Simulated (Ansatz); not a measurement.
Consider the cleavage of the Al–Sn bond: `[OH][Al]([SiH3])[SnH3]` + NH₃ → `[NH2][Al]([OH])[SiH3]` + `[SnH4]`.

Gas-phase electronic energies from Ansatz, PBE0-D4/def2-TZVP geometries. CBS: MP2 limit from def2 TZ/QZ plus the TZ coupled-cluster correction, frozen cores. This one scheme is used for every species. Elements past krypton have def2 core potentials. For Sn outer-core shells are correlated without core-valence functions, which leaves a few kJ/mol of doubt a bond. Each species was taken in one conformer, which may not be the lowest.

```tsv
species	CCSD(T)/CBS(def2) energy (Eh)
`[OH][Al]([SiH3])[SnH3]`	-824.54300
NH₃	-56.50880
`[NH2][Al]([OH])[SiH3]`	-664.67699
`[SnH4]`	-216.39156
```

Work out ΔE.

ΔE = (-664.67699) + (-216.39156) − (-824.54300) − (-56.50880) = -0.01675 Eh = -10.5 kcal/mol.

Largest T1 diagnostic among the species: 0.014.

From PBE to PBE0 (25 % exact exchange), in def2-TZVPP and without D4, ΔE moves by −0.9 kcal/mol. In def2-TZVPP, CCSD(T) changes the Hartree–Fock value by +2.5 kcal/mol (the triples alone add +0.4 kcal/mol) and MP2 by +2.2 kcal/mol.
